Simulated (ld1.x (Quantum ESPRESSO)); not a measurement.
# boron (B): excitation energies, all-electron against PAW

- Element: boron (B)
- Generator: ld1.x (Quantum ESPRESSO) 7.5
- Type: PAW
- Functional: PBEsol
- Relativity: scalar-relativistic
- Frozen core: [He]
- Valence charge: 3
- Reference configuration: 2s1 2p0 (charge +2)
- Partial waves: 2s (bound): rcut 1.10, rcutus 1.50 bohr; 2s channel at -0.55 Ry: rcut 1.10, rcutus 1.50 bohr; 2p (bound, empty): rcut 2.60, rcutus 3.45 bohr; 2p channel at 0.05 Ry: rcut 2.60, rcutus 3.45 bohr
- Local potential: all-electron potential smoothed inside 3.35 bohr (lloc = -2)
- Core correction: Bessel-smoothed model core inside 1.25 bohr
- Augmentation charge: PSQ, radius 0.80 bohr

Energies are relative to the spin-unpolarised reference configuration 2s1 2p0; without spin polarisation the order of configurations can differ from experiment.

```json
{"valence configuration": "2s2 2p1", "charge": "0", "ΔE all-electron (eV)": "-33.401", "error AE − PS (meV)": "-21"}
{"valence configuration": "2s2 2p0", "charge": "+1", "ΔE all-electron (eV)": "-25.262", "error AE − PS (meV)": "-1.8"}
{"valence configuration": "2s2 2p0.5", "charge": "+0.5", "ΔE all-electron (eV)": "-30.546", "error AE − PS (meV)": "-5.9"}
{"valence configuration": "2s1 2p1", "charge": "+1", "ΔE all-electron (eV)": "-19.137", "error AE − PS (meV)": "-3.8"}
{"valence configuration": "2s1 2p2", "charge": "0", "ΔE all-electron (eV)": "-27.582", "error AE − PS (meV)": "-33"}
{"valence configuration": "2s2 2p1.3", "charge": "-0.3", "ΔE all-electron (eV)": "-34.126", "error AE − PS (meV)": "-40"}
{"valence configuration": "2s0 2p3", "charge": "0", "ΔE all-electron (eV)": "-21.745", "error AE − PS (meV)": "-46"}
```
